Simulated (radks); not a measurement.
Results of a calculation; reference values are marked as such.
Problem. All-electron atom: Pd3+ in [Kr] 4d7. Level of theory: scalar-relativistic Kohn-Sham, BLYP, spin-polarised, spherical densities, finite nucleus; open shells are filled with parallel spins first (spin-orbit coupling, left out, can overturn this in heavy ions); Fermi nuclear charge, rms radius 4.5318 fm (a radial shooting solver on a logarithmic mesh with Libxc functionals). Some entries of the table are withheld. Estimate them.

orbital  occ.  eigenvalue (eV)  <1/r> (bohr^-1)  <r> (bohr)
1s down     1        -24210.89            48.24     0.03185
1s up       1        -24210.89            48.24     0.03185
2s up       1        -3570.828            10.94      0.1384
2s down     1        -3570.255            10.94      0.1383
2p up       3        -3206.115            10.58      0.1206
2p down     3        -3205.679            10.58      0.1206
3s up       1        -677.5609            3.826      0.3794
3s down     1        -677.2681            3.826      0.3794
3p up       3        -557.7442            3.645      0.3788
3p down     3        -557.4111            3.645      0.3787
3d up       5        -367.4015              (1)      0.3576
3d down     5        -366.8853              (2)      0.3576
4s up       1        -126.9313            1.467      0.9379
4s down     1        -124.5774            1.472      0.9364
4p up       3         -92.3151            1.323       1.024
4p down     3         -89.8890            1.325       1.023
4d up       5         -42.5071            1.017         (3)
4d down     2         -40.1979            1.009         (4)

Solution. 
(1) 3d up <1/r> (bohr^-1): 3.419
(2) 3d down <1/r> (bohr^-1): 3.419
(3) 4d up <r> (bohr): 1.303
(4) 4d down <r> (bohr): 1.319
